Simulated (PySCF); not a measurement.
H₂MoO₄, SMILES [O]=[Mo](=[O])([OH])[OH], multiplicity 1. Atoms are numbered in the order given.

```xyz
7

Mo     0.0000     0.0000    -0.0363
O      0.0000     1.3519    -1.0663
O      0.0000    -1.3519    -1.0663
O      1.5245     0.0000     1.0626
H      2.4608     0.0000     0.7919
O     -1.5245     0.0000     1.0626
H     -2.4608     0.0000     0.7919
```
Charge 0, spin multiplicity 1.

Geometry optimised at PBE-D3(BJ)/def2-SVP. A frequency run showed that this geometry is not a minimum. The spin state was assumed, not searched. The isomer is the one that the SMILES or the coordinates give; other isomers of the formula were not compared. The def2 effective core potentials stand for the cores of Mo; spin–orbit coupling is left out. The values are those of a single conformer.

The numbers are results of PySCF with TDA-M06-2X/def2-SVPD, not measurements.

Vertical excitations. Isolated molecule, no solvent. State labels are in the subgroup C2v.

Estimate the UV-visible absorptions. (Estimate from the structure and the level; the computed values follow.)


```json
[
 {"state": "S1", "symmetry": "B1", "energy (eV)": "4.80", "λ (nm)": "258", "f": "0.001", "main pairs": "HOMO→LUMO+1 92 %"},
 {"state": "S2", "symmetry": "B2", "energy (eV)": "4.91", "λ (nm)": "252", "f": "0.008", "main pairs": "HOMO→LUMO 86 %"},
 {"state": "S3", "symmetry": "A2", "energy (eV)": "5.22", "λ (nm)": "237", "f": "0.000", "main pairs": "HOMO−1→LUMO 89 %"},
 {"state": "S4", "symmetry": "B1", "energy (eV)": "5.54", "λ (nm)": "224", "f": "0.001", "main pairs": "HOMO−2→LUMO 85 %"},
 {"state": "S5", "symmetry": "A1", "energy (eV)": "5.68", "λ (nm)": "218", "f": "0.001", "main pairs": "HOMO−3→LUMO 75 %, HOMO−1→LUMO+1 18 %"},
 {"state": "S6", "symmetry": "A2", "energy (eV)": "5.78", "λ (nm)": "215", "f": "0.000", "main pairs": "HOMO→LUMO+2 57 %, HOMO−3→LUMO+1 21 %"},
 {"state": "S7", "symmetry": "B2", "energy (eV)": "5.86", "λ (nm)": "212", "f": "0.001", "main pairs": "HOMO−4→LUMO 93 %"},
 {"state": "S8", "symmetry": "A2", "energy (eV)": "5.97", "λ (nm)": "208", "f": "0.000", "main pairs": "HOMO−3→LUMO+1 65 %, HOMO→LUMO+2 20 %"},
 {"state": "S9", "symmetry": "B1", "energy (eV)": "6.37", "λ (nm)": "195", "f": "0.002", "main pairs": "HOMO−4→LUMO+1 55 %, HOMO−3→LUMO+2 18 %, HOMO−5→LUMO 13 %"},
 {"state": "S10", "symmetry": "B2", "energy (eV)": "6.38", "λ (nm)": "194", "f": "0.006", "main pairs": "HOMO−2→LUMO+1 50 %, HOMO→LUMO+4 31 %"},
 {"state": "T1", "symmetry": "B2", "energy (eV)": "4.12", "λ (nm)": "301", "f": "0", "main pairs": "HOMO→LUMO 88 %"},
 {"state": "T2", "symmetry": "B1", "energy (eV)": "4.53", "λ (nm)": "274", "f": "0", "main pairs": "HOMO→LUMO+1 94 %"},
 {"state": "T3", "symmetry": "A1", "energy (eV)": "4.91", "λ (nm)": "253", "f": "0", "main pairs": "HOMO−1→LUMO+1 44 %, HOMO−3→LUMO 27 %, HOMO−2→LUMO+2 10 %"},
 {"state": "T4", "symmetry": "A2", "energy (eV)": "5.05", "λ (nm)": "246", "f": "0", "main pairs": "HOMO−1→LUMO 94 %"}
]
```
Triplets are in the Tamm–Dancoff approximation.
